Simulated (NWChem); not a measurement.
System: CrHSO$_{2}$Cl; SMILES [O]=[Cr]([OH])(=[S])[Cl]

NWChem printed, in part:

```
             Northwest Computational Chemistry Package (NWChem) 7.3.0
             --------------------------------------------------------

 C1  symmetry detected

                             Geometry "geometry" -> ""
                             -------------------------

 Output coordinates in angstroms (scale by  1.889725989 to convert to a.u.)

  No.       Tag          Charge          X              Y              Z
 ---- ---------------- ---------- -------------- -------------- --------------
    1 Cr                  24.0000    -0.28739616     0.09508698     0.07797203
    2 O                    8.0000    -0.95627602     0.17914913     1.47976036
    3 S                   16.0000     1.08699738     1.54352794    -0.10899423
    4 Cl                  17.0000     0.66981687    -1.81200096    -0.09935812
    5 O                    8.0000    -1.48063204     0.29398712    -1.17314177
    6 H                    1.0000    -2.38607257     0.04039187    -0.89128187

 Effective nuclear repulsion energy (a.u.)     488.6726290919

                                 NWChem DFT Module
                                 -----------------

 Summary of "ao basis" -> "ao basis" (spherical)
 ------------------------------------------------------------------------------
       Tag                 Description            Shells   Functions and Types
 ---------------- ------------------------------  ------  ---------------------
 Cr                         def2-svp                11       31   5s3p2d1f
 O                          def2-svp                 6       14   3s2p1d
 S                          def2-svp                 8       18   4s3p1d
 Cl                         def2-svp                 8       18   4s3p1d
 H                          def2-svp                 3        5   2s1p

            General Information
            -------------------
          SCF calculation type: DFT
          Wavefunction type:  closed shell.
          No. of atoms     :     6
          No. of electrons :    74
           Alpha electrons :    37
            Beta electrons :    37
          Charge           :     0
          Spin multiplicity:     1
          Use of symmetry is: off; symmetry adaption is: off
          Maximum number of iterations: 150
          AO basis - number of functions:   100
                     number of shells:    42
          Convergence on energy requested:  1.00D-06
          Convergence on density requested:  1.00D-05
          Convergence on gradient requested:  5.00D-04

              XC Information
              --------------
                     Hartree-Fock (Exact) Exchange  1.000
                   CAM-Becke88 Exchange Functional  1.000
                      VWN V Correlation Functional  0.190 local
              Lee-Yang-Parr Correlation Functional  0.810

           Range-Separation Parameters
           ---------------------------
           Alpha           :  0.19
           Beta            :  0.46
           Gamma           :  0.33
           Short-Range HF  :     F

             Grid Information
             ----------------
          Grid used for XC integration:  medium
          Radial quadrature: Mura-Knowles
          Angular quadrature: Lebedev.
          Tag              B.-S. Rad. Rad. Pts. Rad. Cut. Ang. Pts.
          ---              ---------- --------- --------- ---------
          Cr                  1.40      112           9.0       590
          O                   0.60       49           8.0       434
          S                   1.00       88          10.0       590
          Cl                  1.00       88          10.0       590
          H                   0.35       45          10.0       434
          Grid pruning is: on
          Number of quadrature shells:   431
          Spatial weights used:  Erf1

      Superposition of Atomic Density Guess
      -------------------------------------

 Sum of atomic energies:       -2049.58505517

      Non-variational initial energy
      ------------------------------

 Total energy =   -2049.729056
 1-e energy   =   -3798.415022
 2-e energy   =    1260.013337
 HOMO         =      -0.339726
 LUMO         =      -0.079845

     ---------------------------------------------
      Total Density - Mulliken Population Analysis
     ---------------------------------------------

    Atom       Charge   Shell Charges
 -----------   ------   -------------------------------------------------------
    1 Cr  24    21.02   2.00  2.00  2.01  0.32  0.00  6.00  6.02  0.51  1.29  0.87  0.01
    2 O    8     9.16   1.99  1.16  0.78  3.21  2.01  0.01
    3 S   16    16.84   2.00  1.99  1.24  0.66  5.94  1.97  3.01  0.02
    4 Cl  17    17.45   2.00  1.99  1.23  0.70  5.94  2.20  3.37  0.01
    5 O    8     8.89   1.99  1.11  0.69  3.11  1.99  0.00
    6 H    1     0.63   0.50  0.07  0.06

   convergence    iter        energy       DeltaE   RMS-Dens  Diis-err
 ---------------- ----- ----------------- --------- --------- ---------
 d= 0,ls=0.0,diis     1  -2052.0445134139 -2.54D+03  6.12D-02  1.06D+01
 d= 0,ls=0.0,diis     2  -2035.9684691827  1.61D+01  5.52D-02  8.48D+01
 d= 0,ls=0.0,diis     3  -2053.1219846189 -1.72D+01  1.49D-02  2.90D+00
 d= 0,ls=0.0,diis     4  -2053.2001926430 -7.82D-02  7.66D-03  2.38D+00
 d= 0,ls=0.0,diis     5  -2053.4065644484 -2.06D-01  4.50D-03  3.02D-01
  Resetting Diis
 d= 0,ls=0.0,diis     6  -2053.4160762469 -9.51D-03  9.74D-04  2.65D-01
 d= 0,ls=0.0,diis     7  -2053.4180852798 -2.01D-03  1.20D-02  2.78D-01
 d= 0,ls=0.0,diis     8  -2052.5737100343  8.44D-01  9.69D-03  1.13D+01
 d= 0,ls=0.0,diis     9  -2053.4403230068 -8.67D-01  5.48D-04  2.65D-02
 d= 0,ls=0.0,diis    10  -2053.4423420454 -2.02D-03  2.14D-04  2.46D-03
 d= 0,ls=0.0,diis    11  -2053.4425761648 -2.34D-04  8.94D-05  7.94D-05
 d= 0,ls=0.0,diis    12  -2053.4425933161 -1.72D-05  1.07D-04  1.70D-05
 d= 0,ls=0.0,diis    13  -2053.4426039508 -1.06D-05  5.97D-05  9.57D-06
 d= 0,ls=0.0,diis    14  -2053.4426070862 -3.14D-06  3.57D-05  4.43D-06
 d= 0,ls=0.0,diis    15  -2053.4426084981 -1.41D-06  2.35D-05  3.87D-07
 d= 0,ls=0.0,diis    16  -2053.4426088812 -3.83D-07  1.36D-05  2.52D-07
 d= 0,ls=0.0,diis    17  -2053.4426089949 -1.14D-07  5.12D-06  7.37D-09

         Total DFT energy =    -2053.442608994939
      One electron energy =    -3800.059072628637
           Coulomb energy =     1377.713325641633
    Exchange-Corr. energy =     -119.769491099803
 Nuclear repulsion energy =      488.672629091868

 Numeric. integr. density =       74.000002620657

                       DFT Final Molecular Orbital Analysis
                       ------------------------------------

 Vector   35  Occ=2.000000D+00  E=-3.882583D-01
              MO Center=  3.9D-01, -1.4D+00, -7.2D-02, r^2= 2.6D+00
   Bfn.  Coefficient  Atom+Function         Bfn.  Coefficient  Atom+Function
  ----- ------------  ---------------      ----- ------------  ---------------
    76      0.575300  4 Cl pz                73      0.435421  4 Cl pz
    70      0.252025  4 Cl pz                87     -0.129715  5 O  pz
    37     -0.122154  2 O  pz                86     -0.119057  5 O  py
    36      0.109354  2 O  py                90     -0.098202  5 O  pz
    58      0.097283  3 S  pz                40     -0.091436  2 O  pz

 Vector   36  Occ=2.000000D+00  E=-3.551993D-01
              MO Center=  4.3D-01,  3.7D-01, -2.1D-01, r^2= 3.9D+00
   Bfn.  Coefficient  Atom+Function         Bfn.  Coefficient  Atom+Function
  ----- ------------  ---------------      ----- ------------  ---------------
    74      0.322750  4 Cl px                58     -0.276013  3 S  pz
    56     -0.271658  3 S  px                71      0.236631  4 Cl px
    19     -0.231922  1 Cr d  2              86     -0.228821  5 O  py
    55     -0.214970  3 S  pz                53     -0.213833  3 S  px
    89     -0.180500  5 O  py                57      0.178103  3 S  py

 Vector   37  Occ=2.000000D+00  E=-3.433948D-01
              MO Center=  6.5D-01,  7.9D-01,  1.1D-01, r^2= 3.4D+00
   Bfn.  Coefficient  Atom+Function         Bfn.  Coefficient  Atom+Function
  ----- ------------  ---------------      ----- ------------  ---------------
    58      0.444620  3 S  pz                55      0.338885  3 S  pz
    57      0.234161  3 S  py                74      0.219404  4 Cl px
    36     -0.216198  2 O  py                52      0.189691  3 S  pz
    54      0.183971  3 S  py                39     -0.164856  2 O  py
    71      0.158729  4 Cl px                37     -0.128950  2 O  pz

 Vector   38  Occ=0.000000D+00  E=-1.236884D-01
              MO Center=  1.6D-01,  5.3D-01,  4.9D-02, r^2= 2.5D+00
   Bfn.  Coefficient  Atom+Function         Bfn.  Coefficient  Atom+Function
  ----- ------------  ---------------      ----- ------------  ---------------
    19      0.641786  1 Cr d  2              56     -0.354185  3 S  px
    57      0.280198  3 S  py                53     -0.218245  3 S  px
    24      0.205139  1 Cr d  2              17     -0.177616  1 Cr d  0
    74     -0.163719  4 Cl px                54      0.157875  3 S  py
    15     -0.154075  1 Cr d -2              35      0.151028  2 O  px

 Vector   39  Occ=0.000000D+00  E=-1.192013D-01
              MO Center= -1.8D-01,  2.3D-01, -2.7D-02, r^2= 2.2D+00
   Bfn.  Coefficient  Atom+Function         Bfn.  Coefficient  Atom+Function
  ----- ------------  ---------------      ----- ------------  ---------------
    16      0.643937  1 Cr d -1              15      0.352023  1 Cr d -2
    58     -0.270040  3 S  pz                86      0.221225  5 O  py
    21      0.206688  1 Cr d -1              89      0.200200  5 O  py
    36     -0.170137  2 O  py                55     -0.155788  3 S  pz
    39     -0.154800  2 O  py                76      0.149071  4 Cl pz

[...]
```

Level: CAM-B3LYP/def2-SVP. Structure relaxed at the PBE-D3(BJ)/def2-SVP level.

### Question
Reconstruct the input file.

### Answer
One answer among several that fit: the input that was run:
```
start job
memory heap 200 mb stack 900 mb global 1100 mb
geometry units angstroms noautoz
  Cr    -0.256018     0.138530    -0.014945
  O     -1.062373     0.211183     1.313208
  S      1.158941     1.559626    -0.031449
  Cl     0.675974    -1.785516    -0.133794
  O     -1.311413     0.386866    -1.376242
  H     -2.245738     0.148042    -1.192999
end
basis spherical
  * library def2-svp
end
dft
  xc xcamb88 1.00 lyp 0.81 vwn_5 0.19 hfexch 1.00
  cam 0.33 cam_alpha 0.19 cam_beta 0.46
  iterations 150
  mulliken
end
task dft energy
```
